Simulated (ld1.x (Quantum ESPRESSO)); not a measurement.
Ca: excitation energies, all-electron against TM

```json
{"Element": "calcium", "Generator": "ld1.x (Quantum ESPRESSO) 7.5", "Type": "norm-conserving Troullier–Martins (Kleinman–Bylander form)", "Functional": "PBEsol", "Relativity": "scalar-relativistic", "Frozen core": "[Ar]", "Valence charge": "2", "Reference configuration": "3d0 4s1 4p0 (charge +1)", "Partial waves": "4p (bound, empty): rc 3.10 bohr; 3d (bound, empty): rc 2.55 bohr; 4s (bound): rc 3.00 bohr", "Local potential": "the s channel", "Core correction": "none"}
```

Energies are relative to the spin-unpolarised reference configuration 3d0 4s1 4p0; without spin polarisation the order of configurations can differ from experiment. The frozen-core shift is the all-electron ΔE with the core orbitals held at their reference shape minus the fully relaxed ΔE.

```json
{"valence configuration": "3d0 4s2 4p0", "charge": "0", "ΔE all-electron (eV)": "-6.305", "error AE − PS (meV)": "-0.4", "frozen-core shift (meV)": "+8.3"}
{"valence configuration": "3d0 4s1.5 4p0", "charge": "+0.5", "ΔE all-electron (eV)": "-3.802", "error AE − PS (meV)": "+1.2", "frozen-core shift (meV)": "+3.0"}
{"valence configuration": "3d0 4s0 4p1", "charge": "+1", "ΔE all-electron (eV)": "3.023", "error AE − PS (meV)": "+32", "frozen-core shift (meV)": "+6.4"}
{"valence configuration": "3d1 4s1 4p0", "charge": "0", "ΔE all-electron (eV)": "-4.028", "error AE − PS (meV)": "+1036", "frozen-core shift (meV)": "+138"}
{"valence configuration": "3d1 4s0 4p0", "charge": "+1", "ΔE all-electron (eV)": "1.321", "error AE − PS (meV)": "+1484", "frozen-core shift (meV)": "+192"}
```

What are ΔE and the potential's error for 3d0 4s0 4p2?

ΔE = -1.360 eV all-electron; the error (AE − PS) is -8.3 meV.

What are ΔE and the potential's error for 3d0 4s1 4p1?

ΔE = -3.879 eV all-electron; the error (AE − PS) is -14 meV.

Levels in the configuration 3d0 4s1.5 4p0:

```tsv
level	all-electron (eV)	pseudo (eV)
4s	-6.281	-6.281
```

ld1.x printed “convergence not achieved” for 4 of the counted tests; their residual had stalled under 1e-8, short of the target of 1e-14.
